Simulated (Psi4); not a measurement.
How methods differ on C2H6OSi (SMILES CC[Si]O)

C2H6OSi has 10 atoms, charge 0, and is taken as a singlet. SMILES: `CC[Si]O`. The shape was relaxed beforehand at PBE0/def2-TZVP. This is one conformer, not always the lowest.

```xyz
10

C     0.3297    1.0078   -0.3832
C    -0.4578    0.1702    0.6133
Si    0.1023   -1.6209    0.9918
O     1.4325   -1.7846    0.0222
H     0.3458    0.5456   -1.3757
H    -0.0923    2.0078   -0.5113
H     1.3681    1.1449   -0.0642
H    -0.5109    0.6706    1.5918
H    -1.5116    0.0844    0.3080
H     1.6969   -1.0384   -0.5265
```

Each level gives the dipole moment (D). The values are calculated.

```json
{"level": "PBE-D4/def2-TZVPP (density fitting)", "kind": "GGA", "program": "Psi4", "value (D)": "2.49", "CPU time": "52 s"}
{"level": "r2SCAN-D4/def2-TZVPP (density fitting)", "kind": "meta-GGA", "program": "Psi4", "value (D)": "2.59", "CPU time": "2 min"}
{"level": "B3LYP-D4/def2-TZVPP (density fitting)", "kind": "global hybrid", "program": "Psi4", "value (D)": "2.42", "CPU time": "49 s"}
{"level": "PBE0-D4/def2-TZVPP (density fitting)", "kind": "global hybrid", "program": "Psi4", "value (D)": "2.54", "CPU time": "47 s"}
{"level": "wB97M-V/def2-TZVPP (density fitting)", "kind": "range-separated hybrid", "program": "Psi4", "value (D)": "2.36", "CPU time": "2.3 min"}
```

The values span 2.36 to 2.59 D. Magnitudes only. CPU times are rough (shared hosts, several kinds of processor): they show what a rung costs within a factor of a few.
